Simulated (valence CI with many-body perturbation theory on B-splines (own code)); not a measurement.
**Which ion has this spectrum?**

A relativistic CI+MBPT calculation for an atom or ion with 8 electrons gives these levels (cm⁻¹):

```csv
J,Parity,E,g
2,even,0.0,1.50
1,even,335,1.50
0,even,518,
2,even,21001,1.00
0,even,45222,
2,odd,164937,1.50
1,odd,165253,1.50
0,odd,165281,
2,odd,176036,2.00
1,odd,182472,2.00
3,even,202013,1.67
1,even,202021,2.50
2,even,202032,1.83
0,even,207312,
```

The energies are calculated, with errors of about 210 cm⁻¹, more in some levels.

Task: Which is it?
A. O
B. F+
C. Mg4+
D. Ne2+

Result: B. F+, ground level 2s²2p⁴ ³P_2.
